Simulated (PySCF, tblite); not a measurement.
Isomers of [C6H6N]- (charge -1). Computed values, GFN2-xTB/tblite, gas phase, harmonic and unscaled. The method is semi-empirical: single wavenumbers can be off by several per cent or more. One conformer each.

Electronic energies: PBE0/pcSseg-1 single points on the GFN2-xTB geometries (PySCF, gas phase).

```tsv
SMILES	electronic energy, lowest = 0 (kJ/mol)
[C-]#C[C@@H](C#N)CC	258.1
[C-]#CC[C@@H](C)C#N	239.6
C=Cc1cc[n-]c1	0.0
CCC#C[CH-]C#N	142.0
```

Problem. How do GFN2-xTB zero-point energies change the relative energies?

Solution. 
| SMILES | ZPE (kJ/mol) | of it from modes above 1550 cm⁻¹ | electronic (kJ/mol) | with ZPE, lowest = 0 (kJ/mol) | lowest mode (cm⁻¹) | rings |
| --- | --- | --- | --- | --- | --- | --- |
| C=Cc1cc[n-]c1 | 259.8 | 118.1 | 0.0 | 0.0 | 120 | 1 |
| CCC#C[CH-]C#N | 252.0 | 132.6 | 142.0 | 134.2 | 35 | 0 |
| [C-]#CC[C@@H](C)C#N | 253.4 | 130.2 | 239.6 | 233.1 | 76 | 0 |
| [C-]#C[C@@H](C#N)CC | 254.9 | 131.4 | 258.1 | 253.2 | 83 | 0 |

The zero-point energies span 7.8 kJ/mol, from `CCC#C[CH-]C#N` to `C=Cc1cc[n-]c1`. The order is unchanged.

Problem. And how do the electronic energies of GFN2-xTB itself compare?

Solution. `C=Cc1cc[n-]c1` 0.0; `CCC#C[CH-]C#N` 199.0; `[C-]#CC[C@@H](C)C#N` 358.8; `[C-]#C[C@@H](C#N)CC` 343.2 kJ/mol, lowest = 0. Against the energies above, taken from the same isomer `C=Cc1cc[n-]c1`, the largest difference is 119.2 kJ/mol.

Problem. What do entropy and thermal enthalpy add at 298.15 K and 1 bar (rigid rotor, harmonic oscillator, one conformer each)?

Solution. 
| SMILES | point group | symmetry number | S (J/(mol K)) | H − H(0) (kJ/mol) | ZPE + H − H(0) − TS (kJ/mol) |
| --- | --- | --- | --- | --- | --- |
| C=Cc1cc[n-]c1 | Cs | 1 | 324.1 | 18.42 | 181.6 |
| CCC#C[CH-]C#N | C1 | 1 | 382.1 | 24.80 | 162.9 |
| [C-]#CC[C@@H](C)C#N | C1 | 1 | 358.5 | 22.85 | 169.3 |
| [C-]#C[C@@H](C#N)CC | C1 | 1 | 361.8 | 23.13 | 170.1 |
